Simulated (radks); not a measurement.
Values are calculated unless marked as measured or tabulated.
Dipole-allowed excitations along the series with 47 electrons in [Kr] 4d10 5s1. Code: a radial shooting solver on a logarithmic mesh with Libxc functionals. Model: scalar-relativistic Kohn-Sham, LDA (Slater exchange, VWN5 correlation), spin-polarised, spherical densities, finite nucleus; open shells are filled with parallel spins first (spin-orbit coupling, left out, can overturn this in heavy ions); Fermi nuclear charge, rms radius of each element as measured or else 0.836 A^(1/3) + 0.57 fm. Time-dependent linear response with the Hartree and adiabatic LDA kernel, continuum included through the Sternheimer equations, no spin-orbit coupling, so fine structure and intercombination lines are absent. Lines are the poles of the dipole polarisability below minus the highest occupied eigenvalue, found on a grid refined at the orbital gaps; the lowest seven at most are given, and weak or close lines can be missed. The first line takes the name of the lowest orbital gap if no other gap lies below it; otherwise a line is named after a gap within 0.6 % of it, if that gap stands alone.

species  -e(HOMO) (eV)  lowest orbital gap (eV)  first line (eV)      f  strongest line (eV)  its f  static alpha (bohr^3)
In2+            24.546              5s-5p 7.627    8.067 (5s-5p)  0.749            the first  0.749                  12.71
Sn3+            36.938              5s-5p 9.319    9.865 (5s-5p)  0.763  29.192 (unassigned)  0.810                  8.581
Sb4+            50.849             5s-5p 10.998   11.635 (5s-5p)  0.770  37.960 (unassigned)  0.847                  6.193
